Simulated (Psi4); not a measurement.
Pair of molecules: SiH4 (SMILES [SiH4]) (first 5 atoms) with CH5N (SMILES CN); geometry from B3LYP-D3(BJ)/def2-TZVP, rigid monomers moved along the line of their centres of mass till Si1···H12 is 3.67 Å.
(charge 0, multiplicity 1):
```json
[
 {"atom": "Si", "x (Å)": "-0.0222", "y (Å)": "-0.1248", "z (Å)": "-0.0686"},
 {"atom": "H", "x (Å)": "0.0412", "y (Å)": "1.2243", "z (Å)": "0.5359"},
 {"atom": "H", "x (Å)": "0.2831", "y (Å)": "-0.0328", "z (Å)": "-1.5142"},
 {"atom": "H", "x (Å)": "-1.3812", "y (Å)": "-0.6841", "z (Å)": "0.1101"},
 {"atom": "H", "x (Å)": "0.9669", "y (Å)": "-1.0072", "z (Å)": "0.5893"},
 {"atom": "C", "x (Å)": "0.7049", "y (Å)": "0.2845", "z (Å)": "4.2496"},
 {"atom": "N", "x (Å)": "-0.6111", "y (Å)": "-0.2694", "z (Å)": "3.9409"},
 {"atom": "H", "x (Å)": "1.2540", "y (Å)": "-0.4226", "z (Å)": "4.8731"},
 {"atom": "H", "x (Å)": "0.5811", "y (Å)": "1.2000", "z (Å)": "4.8301"},
 {"atom": "H", "x (Å)": "1.3286", "y (Å)": "0.5201", "z (Å)": "3.3768"},
 {"atom": "H", "x (Å)": "-0.5347", "y (Å)": "-1.1351", "z (Å)": "3.4219"},
 {"atom": "H", "x (Å)": "-1.1599", "y (Å)": "0.3723", "z (Å)": "3.3825"}
]
```

Computed with SAPT0/jun-cc-pV(D+d)Z (Psi4).

Q: Which attractive term is largest, and how does the interaction split up?

A: electrostatics -0.21, exchange 0.59, induction -0.07, dispersion -0.76, total -0.45 kcal/mol; the largest attraction is dispersion.
